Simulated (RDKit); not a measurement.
A run for RDKit: MMFF94 on N2 (SMILES N#N).

```python
from rdkit import Chem
from rdkit.Chem import AllChem, rdDetermineBonds

blocks = [
'''2

N    -0.27109887   -0.29772200   -0.36795538
N     0.27109887    0.29772200    0.36795538
''',
]
mol = None
for b in blocks:
    f = Chem.MolFromXYZBlock(b)
    rdDetermineBonds.DetermineBonds(f, charge=0)
    mol = f if mol is None else Chem.CombineMols(mol, f)
Chem.SanitizeMol(mol)
print(Chem.MolToSmiles(Chem.RemoveHs(mol)))
ff = AllChem.MMFFGetMoleculeForceField(mol, AllChem.MMFFGetMoleculeProperties(mol), nonBondedThresh=100.0, ignoreInterfragInteractions=False)
e = ff.CalcEnergy()
print(f'MMFF94 energy {e:.6f} kcal/mol')
```

It printed:

```
N#N
MMFF94 energy 55.693264 kcal/mol
```

The run finished.

Cost: very roughly 0.010 core-seconds.
